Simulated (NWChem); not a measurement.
System: TiNH₃O₂; SMILES [NH]=[Ti]([OH])[OH]

Here is an NWChem input.

```
start job
memory heap 200 mb stack 900 mb global 1100 mb
geometry units angstroms
  Ti     0.033180     0.031843     0.053260
  N     -0.620777    -1.111410    -1.103172
  H     -0.472732    -2.125677    -1.082299
  O      0.984596    -0.623566     1.297417
  H      1.526043    -0.953063     2.014211
  O     -0.537823     1.583991    -0.471829
  H     -1.094262     1.765925    -1.236024
end
basis spherical
  * library def2-svp
end
dft
  xc pbe0
  iterations 150
end
driver
  maxiter 120
end
task dft optimize
task dft freq
```

The optimisation ended at a saddle point (imaginary frequency).

The level has its own optimisation; frequencies are unscaled.

Question: Give the results of this calculation. (PBE0/def2-SVP.) Quantities: r N–Ti (Å); r O–Ti (Å); r H–N (Å); r H–O (Å); highest harmonic frequency (cm⁻¹); lowest (cm⁻¹); zero-point energy (kcal/mol); dipole (D).

Answer: The r N–Ti (Å) is 1.663, the r O–Ti (Å) comes out as 1.816 and the r H–N (Å) is 1.018. The r H–O (Å) is 0.960, the highest harmonic frequency (cm⁻¹) comes out as 3955 and the lowest (cm⁻¹) is -53. The zero-point energy (kcal/mol) is 25.0 and the dipole (D) is 1.20.
